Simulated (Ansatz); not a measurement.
ISn, doublet, at a GFN2-xTB geometry (such geometries of metal compounds can be far from the true shape) (the spin is typed, not shown lowest) (all electrons, no relativity).

Input for Ansatz (a first-principles code):
Ansatz 0.2 input:
```yaml
crystal:
  periodic: [false, false, false]
  atoms:
    - {symbol: Sn, position_ang: [-0.00000000, -0.00000000, -1.39442545]}
    - {symbol: I, position_ang: [0.00000000, 0.00000000, 1.31549570]}
basis:
  gaussian:
    orbitals: STO-3G
hamiltonian:
  xc: b3lyp
magnetization: {spin_polarized: true, initial_magnetization: 1}
```

**Question.** What does this run give for the <S^2>, number of basis functions, total energy?

**Answer.** 
The <S^2> is 0.751 and the number of basis functions comes out as 54. The total energy is -12818.1402 Eh.
